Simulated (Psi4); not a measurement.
Here is a job for Psi4.
```
memory 2 GB

molecule mol {
0 2
  N    -0.000000   -0.000000   -0.616237
  O     0.000000    0.000000    0.539208
}

set basis aug-cc-pvdz
set reference uhf

energy('scs-mp2')
print_variables()
```

Q: What does this run give for the nuclear repulsion energy, total energy, number of basis functions, SCF-reference <S^2>?

A: 
The nuclear repulsion energy is 25.6472 Eh and the total energy is -129.5926 Eh. The number of basis functions comes out as 46. The SCF-reference <S^2> is 0.804.

These values belong to the state on which the SCF converged, which isn't shown to be the lowest.
